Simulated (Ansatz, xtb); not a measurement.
**Relative energy of two isomers of C5H5BOSe**

We compare X, `Bc1cc(C=O)c[se]1`, a singlet, with Y, `Bc1[se]ccc1C=O`, a singlet. Both are isolated molecules in the gas phase, relaxed with B3LYP-D3(BJ)/def2-SVP; the shapes shown needn't be the lowest conformers.

X (Å):

```yaml
atoms:
  - { symbol: C, position_ang: [0.6192, 1.4442, 0.9199] }
  - { symbol: C, position_ang: [-0.5143, 0.7419, 1.3023] }
  - { symbol: C, position_ang: [-0.3151, -0.5978, 1.7390] }
  - { symbol: C, position_ang: [-1.4068, -1.4916, 2.1816] }
  - { symbol: C, position_ang: [1.0108, -1.0084, 1.7161] }
  - { symbol: B, position_ang: [0.7246, 2.8739, 0.4142] }
  - { symbol: O, position_ang: [-1.2495, -2.6317, 2.5541] }
  - { symbol: Se, position_ang: [2.1366, 0.3177, 1.1199] }
  - { symbol: H, position_ang: [1.7893, 3.3558, 0.1163] }
  - { symbol: H, position_ang: [-0.2832, 3.5303, 0.3127] }
  - { symbol: H, position_ang: [-1.5042, 1.2050, 1.2655] }
  - { symbol: H, position_ang: [-2.4263, -1.0279, 2.1487] }
  - { symbol: H, position_ang: [1.3551, -1.9988, 2.0146] }
```

Y (Å):

```yaml
atoms:
  - { symbol: C, position_ang: [-0.0037, 0.6528, 2.2480] }
  - { symbol: C, position_ang: [-0.6039, 2.2379, 0.2645] }
  - { symbol: C, position_ang: [-0.3060, 0.9508, -0.1102] }
  - { symbol: C, position_ang: [0.0224, 0.0808, 0.9689] }
  - { symbol: C, position_ang: [0.3665, -1.3398, 0.7152] }
  - { symbol: B, position_ang: [0.2833, 0.0511, 3.6190] }
  - { symbol: O, position_ang: [0.3878, -1.8279, -0.3932] }
  - { symbol: Se, position_ang: [-0.4884, 2.4695, 2.1036] }
  - { symbol: H, position_ang: [0.1998, 0.7377, 4.6070] }
  - { symbol: H, position_ang: [0.5943, -1.1069, 3.7333] }
  - { symbol: H, position_ang: [-0.8800, 3.0601, -0.3959] }
  - { symbol: H, position_ang: [-0.3129, 0.5973, -1.1423] }
  - { symbol: H, position_ang: [0.6088, -1.9439, 1.6198] }
```

**Question.** Estimate E(Y) − E(X) at the level CCSD(T)/def2-SVP + ΔMP2/def2-TZVPP.

**Answer.** CCSD(T)/def2-SVP + ΔMP2/def2-TZVPP gives E(Y) − E(X) = +0.35 kcal/mol, slightly favouring structure X, which is too small a margin to settle the true order.

Level by level:

| level | geometry | E(Y) − E(X) (kcal/mol) | departure from the last row (kcal/mol) | job, with rough time for the two |
| --- | --- | --- | --- | --- |
| GFN2-xTB | GFN2-xTB | +1.17 | +0.82 | optimisation, 0.6 s |
| HF/STO-3G | GFN2-xTB | +1.52 | +1.17 | single point, 3 s |
| r2SCAN-D4/def2-SVP | GFN2-xTB | +0.21 | −0.14 | single point, 15 s |
| B3LYP-D3(BJ)/def2-SVP | B3LYP-D3(BJ)/def2-SVP | +0.37 | +0.02 | optimisation, 3 min |
| HF/def2-SVP | B3LYP-D3(BJ)/def2-SVP | +1.93 | +1.58 | part of the CCSD(T) run |
| MP2/def2-SVP | B3LYP-D3(BJ)/def2-SVP | −0.14 | −0.50 | part of the CCSD(T) run |
| CCSD(T)/def2-SVP | B3LYP-D3(BJ)/def2-SVP | +0.42 | +0.07 | single point |
| CCSD(T)/def2-SVP + ΔMP2/def2-TZVPP | B3LYP-D3(BJ)/def2-SVP | +0.35 |  | single point, 7.7 min |

As drawn, both hold the same kinds of bond in the same numbers.

The largest departure from CCSD(T)/def2-SVP + ΔMP2/def2-TZVPP is that of HF/def2-SVP, 1.58 kcal/mol. The last row adds to CCSD(T) the change of the MP2 difference between the two basis sets, here −0.07 kcal/mol.

With thermal terms from frequencies at re-optimised GFN2-xTB minima (ideal gas, soft modes damped towards free rotors, one conformer each, 298.15 K, 1 atm): on the last row, ΔE + ΔZPE = +0.40, ΔH = +0.42, ΔG = +0.35 kcal/mol.

The correlated steps freeze 16 core orbitals; the filled d shell of Se is correlated, in a basis made for valence electrons. Programs: Ansatz 0.2.0, xtb 6.7.1; the last row on 2 threads of Intel(R) Xeon(R) Processor @ 2.50GHz (Skylake/Cascade Lake) on a shared host.
